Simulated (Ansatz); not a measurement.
One change: `F[Si](F)([SiH3])Cl` becomes `F[Si]([SiH3])([SiH3])Cl`.

Ansatz, PBE0-D4/def2-TZVP geometries, multiplicity 1. 

```tsv
property	`F[Si](F)([SiH3])Cl`
HOMO energy (PBE/def2-TZVPP) / eV	-7.75
HOMO energy (ωB97M-V/def2-TZVPP) / eV	-11.07
zero-point energy (PBE0-D4/def2-TZVP) / kJ/mol	86.8
HOMO–LUMO gap (PBE0/def2-TZVPP) / eV	8.59
LUMO energy (PBE0/def2-TZVPP) / eV	-0.43
LUMO energy (PBE/def2-TZVPP) / eV	-1.28
```

(1) Give the same properties after the change, and the shifts. (Estimate.)

Results:

(1) Computed: 
```csv
property,`F[Si]([SiH3])([SiH3])Cl`,shift
HOMO energy (PBE/def2-TZVPP) / eV,-6.67,1.08
HOMO energy (ωB97M-V/def2-TZVPP) / eV,-9.74,1.33
zero-point energy (PBE0-D4/def2-TZVP) / kJ/mol,143.9,57.1
HOMO–LUMO gap (PBE0/def2-TZVPP) / eV,6.80,-1.79
LUMO energy (PBE0/def2-TZVPP) / eV,-1.00,-0.57
LUMO energy (PBE/def2-TZVPP) / eV,-1.81,-0.53
```

With PBE0 the HOMO rises by 1.22 eV and the LUMO falls by 0.57 eV, so the gap narrows by about 1.79 eV. PBE moves the HOMO by 1.08 eV and ωB97M-V by 1.33 eV. The zero-point energy changes by 57.1 kJ/mol with +9 modes.
